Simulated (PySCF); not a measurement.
Match the calculated data to a structure.

- 1H NMR: chemical shifts (computed TMS as zero) by class: 5.57 (1 H), 5.50 (1 H), 5.47 (1 H), 4.93 (3 H), 3.86 (3 H), 0.37 (1 H) ppm [GIAO PBE0/pcSseg-1]
- Rotational structure: rotational constants A, B, C: 1.728, 0.666, 0.507 GHz [GFN2-xTB]
- 13C NMR: chemical shifts (computed TMS as zero) by class: 97.1 (1 C) ppm [GIAO PBE0/pcSseg-1]
- UV, strongest line: among the 8 lowest singlet transitions: S6 at 6.84 eV (181 nm, f = 0.047) [TDDFT PBE0/def2-SVPD]
- Triplet: lowest triplet excitation (Tamm–Dancoff): 5.36 eV [TDA PBE0/def2-SVPD]
- Polarisability: 118.3 au [PBE0/def2-SVPD]
- Dipole: 3.23 D [PBE0/def2-SVPD]

The electronic properties come from PySCF, for the isolated species, density fitting. Levels stand in brackets. One conformer (not necessarily the lowest) at the GFN2-xTB geometry, without solvent, vibrations or thermal averaging. NMR classes are plain means over equivalent atoms (diastereotopic ones count apart unless rotation or inversion swaps them), as if these changed places fast.

Question: Which candidate is it?
A. `O[Si@@H](CO[SiH3])[SiH2]S`
B. `O[SiH2][Si@]1([SiH3])[SiH2]CS1`
C. `[SiH3]O[C@@H]([SiH3])O[SiH2]S`
D. `C[Si@@H]1S[SiH2][Si@H]1O[SiH3]`

Answer: C. It is `[SiH3]O[C@@H]([SiH3])O[SiH2]S`. Numbering: `[SiH3:1][O:2][C@@H:3]([SiH3:4])[O:5][SiH2:6][SH:7]`. Its formula, CH10O2SSi3, gives 0 degrees of unsaturation, so no ring and no π bond. The one carbon: sp3 carbon bearing two oxygens [C3] (97.1 ppm). Hydrogen classes from least to most shielded: 1 H on an oxygen-bound silicon, Si6 (5.57 ppm), 1 H on an sp3 carbon bearing two oxygens, C3 (5.50 ppm), 1 H on an oxygen-bound silicon, Si6 (5.47 ppm), 3 H on an oxygen-bound silicon, Si1 (4.93 ppm), 3 H on an SiH3 silicon, Si4 (3.86 ppm), 1 H on a sulfur bonded to Si and H, S7 (0.37 ppm). The optimised geometry has point group C1 and is an asymmetric top.

The others, at the same levels:
- `O[Si@@H](CO[SiH3])[SiH2]S` fails: its computed 13C shifts are 59.6 (1 C) ppm, 1H shifts are 5.39 (1 H), 4.91 (3 H), 4.87 (1 H), 4.31 (1 H), 3.93 (1 H), 3.30 (1 H), 2.03 (1 H), 0.05 (1 H) ppm and rotational constant A is 2.458 GHz (against 1.728 GHz).
- `C[Si@@H]1S[SiH2][Si@H]1O[SiH3]` fails: its computed 13C shifts are 3.4 (1 C) ppm, 1H shifts are 6.32 (1 H), 5.92 (1 H), 5.38 (1 H), 5.23 (1 H), 5.05 (3 H), 0.49 (3 H) ppm and rotational constant A is 1.453 GHz (against 1.728 GHz).
- `O[SiH2][Si@]1([SiH3])[SiH2]CS1` fails: its computed 13C shifts are 15.4 (1 C) ppm, 1H shifts are 5.82 (1 H), 5.64 (1 H), 5.24 (1 H), 5.12 (1 H), 3.90 (3 H), 2.84 (1 H), 2.48 (1 H), 0.28 (1 H) ppm and rotational constant A is 1.170 GHz (against 1.728 GHz).

Each candidate is one conformer, not necessarily the lowest. The conformers computed, where there is a choice (atom-mapped SMILES and torsion angles):
- `[SiH3:1][O:2][C@@H:3]([SiH3:4])[O:5][SiH2:6][SH:7]`: Si1–O2–C3–Si4 110°, O2–C3–O5–Si6 -7°, C3–O5–Si6–S7 -175°, H–S7–Si6–O5 -2°
- `[CH3:1][Si@@H:2]1[S:3][SiH2:4][Si@H:5]1[O:6][SiH3:7]`: Si4–Si5–O6–Si7 54°
- `[OH:1][SiH2:2][Si@:3]1([SiH3:4])[SiH2:5][CH2:6][S:7]1`: O1–Si2–Si3–Si4 50°, H–O1–Si2–Si3 180°

The conformers of `O[Si@@H](CO[SiH3])[SiH2]S` aren't listed.
